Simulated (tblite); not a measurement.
Compound: ClGeH₄N.
Geometry (GFN2-xTB, Å), atoms numbered from 1 in this order:
```xyz
7
ClGeH4N angstrom
N     -1.0694   -0.2855   -0.2584
Ge     0.6193    0.2875    0.0406
Cl     1.8089   -1.4099   -0.1978
H     -1.3536   -1.1476    0.1844
H     -1.8203    0.3840   -0.1869
H      0.9215    1.3060   -1.0248
H      0.8970    0.8704    1.4158
```

All values are computed: GFN2-xTB (tblite) harmonic vibrations without scaling, gas phase. Against measured fundamentals such values can be off by several per cent, at times by over 20. Modes of hydrogen on germanium can be 10 to 20 % off. One conformer, not necessarily the lowest.

Harmonic wavenumbers (cm⁻¹): 167.2, 187.2, 383.2, 471.0, 494.0, 585.8, 648.7, 667.0, 778.3, 829.8, 1482.5, 1827.4, 1949.6, 3432.8, 3468.8.

A = 11938, B = 3674, C = 2921 MHz; mass 126.924 u (most abundant isotopes); point group C1, symmetry number 1.

What is the zero-point energy?

½Σν̃ = 8687 cm⁻¹ = 103.91 kJ/mol.

Entropy at 298.15 K, 1 bar (ideal gas, RRHO, classical rotation)?

Translation 169.26, rotation 105.99, vibration 36.73: S = 312.0 J/(mol K).

And Cp and H(298.15 K) − H(0)?

Cp = 83.96 J/(mol K), of which vibrations give 50.70 (their classical limit is 15 R = 124.7); H(298.15 K) − H(0) = 16.71 kJ/mol without the zero-point energy, 6.80 from vibrations.

Which modes carry the vibrational entropy at 298.15 K?

167.2 cm⁻¹: 10.32; 187.2 cm⁻¹: 9.44; 383.2 cm⁻¹: 4.29; 471.0 cm⁻¹: 3.07; 494.0 cm⁻¹: 2.82; 585.8 cm⁻¹: 1.99 J/(mol K); the other 9 give 4.80 together.

What must be added to the electronic energy to get the Gibbs energy at 298.15 K and 1 bar?

ZPE + [H(298.15 K) − H(0)] − T·S = 103.91 + 16.71 − 93.02 = 27.60 kJ/mol.

Hindered rotation and anharmonicity are outside this model. Other conformers, if any are populated, would add a mixing term that is left out. The structure is chiral; the term R ln 2 for an equal mix with its mirror image is left out.
